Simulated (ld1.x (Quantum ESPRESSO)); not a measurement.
# Which setting gave this result? (Zr, TM)

Base potential:

```
Element                 : Zr (Z = 40)
Generator               : ld1.x (Quantum ESPRESSO) 7.5
Type                    : norm-conserving Troullier–Martins (Kleinman–Bylander form)
Functional              : LDA (PZ)
Relativity              : scalar-relativistic
Frozen core             : [Ar] 3d10
Valence charge          : 12
Reference configuration : 4s2 4p6 4d2 5s1.5 5p0 (charge +0.5)
Partial waves           : 4p (bound): rc 2.25 bohr; 4d (bound): rc 1.80 bohr; 4s (bound): rc 1.55 bohr
Local potential         : the s channel
Core correction         : none
```

Occupied shells without a wave of their own: 5s. They enter only through the test configuration that unscreens the potential.

Cutoffs, loose and tight: the cutoffs (Ry, on a coarse ladder) from which the occupation-weighted sum of valence levels, in a spherical-Bessel basis at the reference potential, stays within 10 and 1 mRy of its value at 400 Ry. They do not see the model core or the augmentation charge, which bear on the density cutoff. Test errors are all-electron minus pseudo excitation energies from the reference, over the configurations 4s2 4p6 4d2 5s2 5p0; 4s2 4p6 4d2 5s1 5p0; 4s2 4p6 4d2 5s0 5p0; 4s1 4p6 4d2 5s2 5p0; 4s2 4p6 4d2.5 5s1.5 5p0; 4s2 4p6 4d1 5s2 5p0; 4s2 4p6 4d1 5s0 5p0 (two spin-polarised tests are not counted in the largest error); variants that change the core or the reference have their own tests.

Only the scale of all radii (base = 1) is moved:

```tsv
scale of all radii (base = 1)	cutoff, loose	cutoff, tight	bound ghosts	largest test error (meV)	median size of the test errors
0.79	80 Ry	140 Ry	none	-184	48.1 meV
0.99	60 Ry	100 Ry	none	-661	157.2 meV
1.14	40 Ry	60 Ry	none	-1867	426.3 meV
1.25	30 Ry	50 Ry	none	-3313	747.2 meV
1.36	25 Ry	40 Ry	none	-5105	1173.3 meV
```

Task: One more run gave cutoff, loose: 80 Ry; cutoff, tight: 140 Ry; bound ghosts: none; largest test error (meV): -271; median size of the test errors: 68.5 meV. Which value of the scale of all radii (base = 1) was used?

Result: 0.87. The median size of the test errors moves one way along this sweep, from 48.1 meV at 0.79 to 1173.3 meV at 1.36, which places the run between 0.79 and 0.99.
